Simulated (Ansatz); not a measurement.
Species: C$_{6}$H$_{18}$BN$_{3}$, SMILES `CN(C)B(N(C)C)N(C)C` (charge 0, multiplicity 1).

Task: Give a relaxed geometry from B3LYP-D3(BJ)/def2-SVP run with Ansatz (an electronic-structure program).

Result: Several could match; the one computed here: the end point of this relaxation, one of several conformers (outside a Z-matrix the atoms follow the SMILES, hydrogens last).
Z-matrix (Å, degrees):
```
B
N 1 1.4429
N 1 1.4430 2 120.00
N 1 1.4430 2 120.00 3 180.00
C 4 1.4446 1 123.16 2 146.69
H 5 1.0978 4 110.40 1 -5.41
H 5 1.1085 6 107.63 4 121.35
H 5 1.1095 6 108.06 7 114.87
C 4 1.4446 1 123.15 2 -33.27
H 9 1.0978 4 110.40 1 -5.54
H 9 1.1085 10 107.64 4 121.34
H 9 1.1095 10 108.06 11 114.87
C 3 1.4446 1 123.15 2 146.74
H 13 1.0978 3 110.40 1 -5.45
H 13 1.1085 14 107.64 3 121.35
H 13 1.1095 14 108.06 15 114.87
C 2 1.4446 1 123.15 3 146.74
H 17 1.0978 2 110.40 1 -5.49
H 17 1.1085 18 107.63 2 121.35
H 17 1.1095 18 108.06 19 114.87
C 3 1.4446 1 123.16 2 -33.24
H 21 1.0978 3 110.40 1 -5.51
H 21 1.1085 22 107.64 3 121.35
H 21 1.1095 22 108.06 23 114.87
C 2 1.4446 1 123.16 3 -33.26
H 25 1.0978 2 110.40 1 -5.48
H 25 1.1085 26 107.63 2 121.35
H 25 1.1095 26 108.06 27 114.87
```
